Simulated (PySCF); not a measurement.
Run record: geometry optimisation, `C[Se]CB(O)O`.

Computed with PBE0-D3(BJ)/def2-SVP geometry optimisation, gas phase (PySCF 2.14.0). Start geometry: GFN2-xTB. A driver script takes a list of jobs; this job's settings line and coordinates (Å) are shown.

Input:
```
{"job": {"xc": "PBE0", "basis": "def2-SVP", "d3": "d3bj", "grid": 1, "maxiter": 30, "shake": 0.01, "kind": "geom"}, "charge": 0, "multiplicity": 1}
C      2.251430    -0.230120    -0.284850
Se     1.162280     0.656510     1.096840
C     -0.480350     1.019090     0.029090
B     -1.289800    -0.286440    -0.263200
O     -2.677350    -0.275980    -0.412710
O     -0.695070    -1.464260    -0.387310
H      2.435790     0.506080    -1.086970
H      3.181080    -0.518170     0.158480
H      1.673580    -1.054030    -0.639900
H     -0.118640     1.505640    -0.867330
H     -1.025570     1.760770     0.622280
H     -3.112190     0.570800    -0.291600
H     -1.299360    -2.206780    -0.544400
```

Output:
```
step   0  E = -2656.33750664  max force = 0.041274
step   1  E = -2656.34269755  max force = 0.008218
step   2  E = -2656.34319309  max force = 0.004085
step   3  E = -2656.34330139  max force = 0.002076
step   4  E = -2656.34340333  max force = 0.001643
step   5  E = -2656.34363816  max force = 0.002698
step   6  E = -2656.34449260  max force = 0.009049
step   7  E = -2656.34513144  max force = 0.007092
step   8  E = -2656.34592321  max force = 0.003867
step   9  E = -2656.34651717  max force = 0.001922
... (7 lines left out)
step  17  E = -2656.34801398  max force = 0.007004
step  18  E = -2656.34962210  max force = 0.003106
step  19  E = -2656.35025503  max force = 0.003080
step  20  E = -2656.35048057  max force = 0.002009
step  21  E = -2656.35063002  max force = 0.001409
step  22  E = -2656.35072299  max force = 0.001416
step  23  E = -2656.35083282  max force = 0.001041
step  24  E = -2656.35088249  max force = 0.001175
step  25  E = -2656.35090021  max force = 0.000562
step  26  E = -2656.35091361  max force = 0.000356
optimisation converged
```

Energies in Eh; «max force» is the largest Cartesian gradient component in Eh/bohr.

Question: How much energy does the optimisation release, in eV?

Answer: E(step 0) − E(last step) = 0.013407 Eh, which is 0.365 eV.

In short: final energy -2656.35091 Eh after 26 steps; dipole 0.89 D.

Question: Where do the atoms end?

Answer: 1.343 Å rms from the input after alignment:
```
atom  x, y, z in Å
C1     2.0041   -0.3245    0.1160
Se2    0.9534    1.1114    0.8956
C3    -0.4388    1.1504   -0.4699
B4    -1.3206   -0.1689   -0.4813
O5    -1.3639   -1.0135    0.5818
O6    -2.0497   -0.4476   -1.5922
H7     2.3667   -0.0347   -0.8796
H8     2.8640   -0.4958    0.7775
H9     1.4077   -1.2448    0.0489
H10    0.0015    1.3725   -1.4538
H11   -1.0760    2.0143   -0.2149
H12   -0.7851   -0.6772    1.2869
H13   -2.5583   -1.2596   -1.4848
```

On one thread, Arm Neoverse V1 (aarch64), no GPU, on a shared host, this took 4.3 min wall and 0.55 GiB of memory at its peak.
Labels such as C1 count atoms from 1, the log's own numbers from 0.
